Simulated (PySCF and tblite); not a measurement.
The numbers below are computed, except where a source is named.
C₄H₃ClS₂, numbered as in [SH:1][c:2]1[cH:3][c:4]([Cl:5])[cH:6][s:7]1.

Free energies: PBE0-D3(BJ)/def2-SVP (IEF-PCM, acetonitrile) on GFN2-xTB structures plus GFN2-xTB thermal terms, symmetry and mirror images included. Conformers within 2.5 kcal/mol (GFN2-xTB free energy) were kept, 5 at most. GIAO shieldings: wB97X-D/pcSseg-1 (IEF-PCM, acetonitrile). Shifts are against TMS (¹H), TMS (¹³C) at the same level. (PySCF 2.14, tblite 0.8.)

Torsions listed: H1–S1–C2–S7.

| conformer | shape | symmetry | E(GFN2) kcal/mol | E(DFT) kcal/mol |
| --- | --- | --- | --- | --- |
| 1 | 0° | Cs | 0.00 | 0.00 |
| 2 | 180° | Cs | 0.33 | 0.31 |

(1) How much do the weights at 298.15 K and the averaged shift of C2 depend on how the conformers are weighted?

The minima are those of GFN2-xTB; planar forms about aryl–S or allylic bonds may be saddles in DFT. Other tautomers (keto or thione forms) aren't considered and may dominate.

Results:

(1) 
```json
{"weighting": "DFT energy with thermal terms, symmetry and mirror images (full scheme)", "1 (%)": "65", "2 (%)": "35", "δ (ppm)": "148.8", "rms dipole (D)": "1.90"}
{"weighting": "DFT energy with symmetry and mirror images", "1 (%)": "63", "2 (%)": "37", "δ (ppm)": "148.9", "rms dipole (D)": "1.88"}
{"weighting": "bare DFT energy", "1 (%)": "63", "2 (%)": "37", "δ (ppm)": "148.9", "rms dipole (D)": "1.88"}
{"weighting": "GFN2-xTB energy with symmetry and mirror images", "1 (%)": "63", "2 (%)": "37", "δ (ppm)": "148.8", "rms dipole (D)": "1.88"}
{"weighting": "GFN2-xTB free energy", "1 (%)": "66", "2 (%)": "34", "δ (ppm)": "148.8", "rms dipole (D)": "1.90"}
{"weighting": "leading conformer alone", "1 (%)": "100", "2 (%)": "0", "δ (ppm)": "148.2", "rms dipole (D)": "2.20"}
{"weighting": "equal weights", "1 (%)": "50", "2 (%)": "50", "δ (ppm)": "149.1", "rms dipole (D)": "1.75"}
```

The largest departure from the full scheme, 0.6 ppm, comes with: leading conformer alone.
